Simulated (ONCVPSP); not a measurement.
## beryllium: one change to an ONCV potential, before and after

```json
{
  "Element": "Be (Z = 4)",
  "Generator": "ONCVPSP 4.0.1",
  "Type": "optimised norm-conserving Vanderbilt (ONCV)",
  "Functional": "LDA (Perdew-Wang 92)",
  "Relativity": "scalar-relativistic",
  "Frozen core": "[He]",
  "Valence charge": "2",
  "Reference configuration": "2s1.5 (charge +0.5)",
  "Partial waves": "2s: rc 2.05 bohr, ncon 3, nbas 8, qcut 2.8 1/bohr, 2 projectors, debl 2.5 Ha; p scattering state at 0.04 Ha: rc 1.55 bohr, ncon 4, nbas 8, qcut 6.2 1/bohr, 2 projectors, debl 0.9 Ha",
  "Local potential": "polynomial inside 1.30 bohr (lpopt 5, dvloc0 -1 Ha)",
  "Core correction": "none"
}
```

In the p channel the program set the typed energies aside and used 0.050, 0.950 Ha.

All-electron outer shells of the reference configuration (LDA (PZ), scalar-relativistic, ld1.x):

```json
{"shell": "1s", "level (eV)": "-110.27", "outermost node (bohr)": "–", "outermost maximum (bohr)": "0.27"}
{"shell": "2s", "level (eV)": "-9.47", "outermost node (bohr)": "0.60", "outermost maximum (bohr)": "1.97"}
```

Change: local potential polynomial inside 1.30 bohr (lpopt 5, dvloc0 3 Ha).

Cutoffs: the cutoffs (Ha) at which the residual kinetic energy of the hardest occupied pseudo-wave falls to 1 and 0.1 mHa per electron; they do not see the model core or the augmentation charge, which bear on the density cutoff. Errors are all-electron minus pseudo energies relative to the spin-unpolarised reference configuration.

Q: What does the change do?

A: The potential gets neither clearly harder nor softer (4.1 Ha and 39 Ha → 4.1 Ha and 39 Ha); the errors of the 3 common tests hardly move; the range in which the s phases agree widens (upper end 2.7 → at the end of the scan); the range in which the p phases agree widens (upper end 3.8 → at the end of the scan); neither file shows a bound ghost.

```tsv
quantity	base	changed
cutoff, loose	4.1 Ha	4.1 Ha
cutoff, tight	39 Ha	39 Ha
bound ghosts	none	none
GHOST(+) flags under 300 eV	none	none
tests with a reliable result	3 of 4	3 of 4
error for 2s2, meV [ΔE -3.75 eV]	+1.1	+1.1
error for 2s1, meV [ΔE 5.76 eV]	+5.6	+5.6
error for 2s1 2p1, meV [ΔE -0.23 eV]	+6.5	+6.6
s: phases at 2.08 bohr within 0.05 rad from the reference energy up to (Ha; the scan ends near 5)	2.7	to the end of the scan
p: phases at 1.57 bohr within 0.05 rad from the reference energy up to (Ha; the scan ends near 5)	3.8	to the end of the scan
```

Base: The cutoffs count occupied waves only; projector 2 of the s channel, the hardest unoccupied one, needs 38 Ha at the loose tolerance. Changed file: The cutoffs count occupied waves only; projector 2 of the s channel, the hardest unoccupied one, needs 38 Ha at the loose tolerance.
